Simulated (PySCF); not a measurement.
# Potential energy of PrF along the bond

Set-up: basis Pr x2c-SVPall, F x2c-SVPall; spin-free X2C with a Gaussian nucleus; PySCF 2.14. Energies in eV from Pr (4f3 6s2) + F in their ground configurations at the same level. State: quintet, about 2.9 electrons in the 4f shell (Mulliken), real f orbitals that mix terms.

All columns are PBE0. A positive dipole means Pr(−)F(+).

```tsv
R (Å)	E (eV)	μ (D)	Mulliken charge on Pr (basis-dependent)	HOMO (eV)	LUMO (eV)	Mayer bond order	⟨S²⟩
1.777	-5.219	-0.96	0.22	-2.98	-1.30	1.26	6.00
1.859	-5.796	-1.47	0.28	-3.08	-1.37	1.19	6.00
1.942	-6.112	-1.95	0.33	-3.18	-1.43	1.14	6.00
2.004	-6.222	-2.29	0.37	-3.26	-1.48	1.10	6.00
2.066	-6.249	-2.62	0.40	-3.34	-1.53	1.06	6.00
2.128	-6.212	-2.94	0.42	-3.43	-1.58	1.03	6.00
2.211	-6.089	-3.44	0.45	-3.70	-1.64	0.99	6.00
2.314	-5.848	-4.00	0.48	-3.84	-1.73	0.94	6.00
2.438	-5.482	-4.65	0.51	-3.96	-1.85	0.90	6.00
2.603	-4.937	-5.50	0.54	-4.11	-1.99	0.85	6.00
```

A fit through these points gives, at Re = 2.059 Å, μ = -2.58 D and dμ/dR = -5.11 D/Å; the reduced mass is 16.74 u.

Question: How strong is the fundamental in the double-harmonic approximation, I = 42.26·(dμ/dR)²/μred km/mol?

Answer: I = 42.26·(-5.11)²/16.74 = 65.9 km/mol at PBE0.

These are scalar-relativistic numbers at best; spin–orbit coupling would shift them, the dissociation energy most. The state is the lowest single determinant that the PBE0 search found; with open d or f shells the true ground state can be another one.
